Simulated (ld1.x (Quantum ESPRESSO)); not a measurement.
**Cl (Z = 17), ultrasoft: configuration errors across variants**

```json
{"Element": "Cl", "Generator": "ld1.x (Quantum ESPRESSO) 7.5", "Type": "ultrasoft", "Functional": "PBE", "Relativity": "scalar-relativistic", "Frozen core": "[Ne]", "Valence charge": "7", "Reference configuration": "3s2 3p5", "Partial waves": "3s (bound): rcut 0.90, rcutus 1.15 bohr; 3s channel at -0.65 Ry: rcut 0.90, rcutus 1.15 bohr; 3p (bound): rcut 1.30, rcutus 1.55 bohr; 3p channel at 3.3 Ry: rcut 1.30, rcutus 1.55 bohr; 3d channel at 0.05 Ry: rcut 0.95, rcutus 1.30 bohr", "Local potential": "all-electron potential smoothed inside 1.50 bohr (lloc = -1)", "Core correction": "Bessel-smoothed model core, default radius (core density twice the valence density)", "Augmentation charge": "PSQ, inside the norm-conserving radii"}
```

All-electron excitation energies from the reference (eV): (1) 3s2 3p4 13.875; (2) 3s2 3p3 39.322; (3) 3s2 3p2 77.630; (4) 3s2 3p4.5 5.583; (5) 3s1 3p6 12.153; (6) 3s2 3p5.3 -2.138; (7) 3s1 3p5 26.584.

A true bound ghost makes a file unfit for plane-wave use even where its test errors are small: the radial tests pick states by their node count and pass the ghost by.

Errors AE − PS in meV (a dash: test not solved or not reliable):

| change | (1) | (2) | (3) | (4) | (5) | (6) | (7) | bound ghosts |
| --- | --- | --- | --- | --- | --- | --- | --- | --- |
| base | -0.3 | +4.4 | +24 | -0.4 | -14 | +0.3 | -18 | none |
| waves 3p (bound): rcut 1.06, rcutus 1.12 bohr; 3p channel at 3.3 Ry: rcut 1.06, rcutus 1.12 bohr | -0.9 | -1.5 | -2.5 | -0.5 | -1.4 | +0.3 | -5.1 | none |
| waves 3p (bound): rcut 1.26, rcutus 1.34 bohr; 3p channel at 3.3 Ry: rcut 1.26, rcutus 1.34 bohr | -1.5 | -4.8 | -10 | -0.6 | -3.6 | +0.2 | -10 | none |
| waves 3p (bound): rcut 1.30, rcutus 1.50 bohr; 3p channel at 3.3 Ry: rcut 1.30, rcutus 1.50 bohr | -0.5 | +3.0 | +19 | -0.4 | -12 | +0.3 | -17 | none |
| waves 3p (bound): rcut 1.30, rcutus 1.66 bohr; 3p channel at 3.3 Ry: rcut 1.30, rcutus 1.66 bohr | +0.2 | +7.7 | +37 | -0.3 | -18 | +0.3 | -20 | none |
| waves 3p (bound): rcut 1.30, rcutus 1.88 bohr; 3p channel at 3.3 Ry: rcut 1.30, rcutus 1.88 bohr | +0.1 | +10 | +49 | -0.3 | -24 | +0.2 | -22 | none |
| waves 3p (bound): rcut 1.30, rcutus 2.02 bohr; 3p channel at 3.3 Ry: rcut 1.30, rcutus 2.02 bohr | 0.0 | +11 | +53 | -0.4 | -25 | +0.2 | -22 | none |
| waves 3p (bound): rcut 1.30, rcutus 2.16 bohr; 3p channel at 3.3 Ry: rcut 1.30, rcutus 2.16 bohr | -0.3 | +11 | +58 | -0.5 | -27 | +0.1 | -22 | none |
| waves 3p (bound): rcut 1.30, rcutus 2.36 bohr; 3p channel at 3.3 Ry: rcut 1.30, rcutus 2.36 bohr | +3.3 | +19 | +63 | +0.5 | -33 | +0.5 | -30 | none |

Q: Give the same row for: waves 3p (bound): rcut 0.98, rcutus 1.04 bohr; 3p channel at 3.3 Ry: rcut 0.98, rcutus 1.04 bohr.

A: -1.4, -4.6, -12, -0.6, -1.3, +0.2, -5.9; bound ghosts: p.
